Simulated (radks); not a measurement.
The numbers below are computed, except where a source is named.
Charge is removed step by step from the 4p3/2 level of neutral krypton, starting from [Ar] 3d10 4s2 4p(1/2: 2, 3/2: 4). Code: a radial shooting solver on a logarithmic mesh with Libxc functionals. Model: Dirac Kohn-Sham, PBE, spin-unpolarised, spherical densities, point nucleus.

[
 {"removed (e)": "0", "E - E(0) (eV)": "0.000", "eigenvalue (eV)": "-9.041", "E minus straight line (eV)": "0.000"},
 {"removed (e)": "0.1", "E - E(0) (eV)": "0.952", "eigenvalue (eV)": "-10.006", "E minus straight line (eV)": "-0.454"},
 {"removed (e)": "0.2", "E - E(0) (eV)": "2.002", "eigenvalue (eV)": "-10.985", "E minus straight line (eV)": "-0.810"},
 {"removed (e)": "0.3", "E - E(0) (eV)": "3.150", "eigenvalue (eV)": "-11.978", "E minus straight line (eV)": "-1.067"},
 {"removed (e)": "0.4", "E - E(0) (eV)": "4.398", "eigenvalue (eV)": "-12.985", "E minus straight line (eV)": "-1.225"},
 {"removed (e)": "0.5", "E - E(0) (eV)": "5.747", "eigenvalue (eV)": "-14.005", "E minus straight line (eV)": "-1.282"},
 {"removed (e)": "0.6", "E - E(0) (eV)": "7.199", "eigenvalue (eV)": "-15.037", "E minus straight line (eV)": "-1.235"},
 {"removed (e)": "0.7", "E - E(0) (eV)": "8.755", "eigenvalue (eV)": "-16.081", "E minus straight line (eV)": "-1.085"},
 {"removed (e)": "0.8", "E - E(0) (eV)": "10.416", "eigenvalue (eV)": "-17.138", "E minus straight line (eV)": "-0.830"},
 {"removed (e)": "0.9", "E - E(0) (eV)": "12.183", "eigenvalue (eV)": "-18.206", "E minus straight line (eV)": "-0.469"},
 {"removed (e)": "1", "E - E(0) (eV)": "14.057", "eigenvalue (eV)": "-19.286", "E minus straight line (eV)": "0.000"}
]

Removing the whole electron costs 14.057 eV by Delta-SCF, against 9.041 eV from minus the eigenvalue at the starting occupation. Slater's transition state (half an electron removed) gives 14.005 eV. Integrating minus the eigenvalue over the occupation (Janak's theorem) gives 14.057 eV. The mean slope of the eigenvalue, de/dn, is 10.2 eV per electron. Ionisation energy of Kr in the NIST Atomic Spectra Database: 14.000 eV (measured).

Beside tabulated values, note that spin-unpolarised runs miss the spin-polarisation part of the exchange energy of open shells.
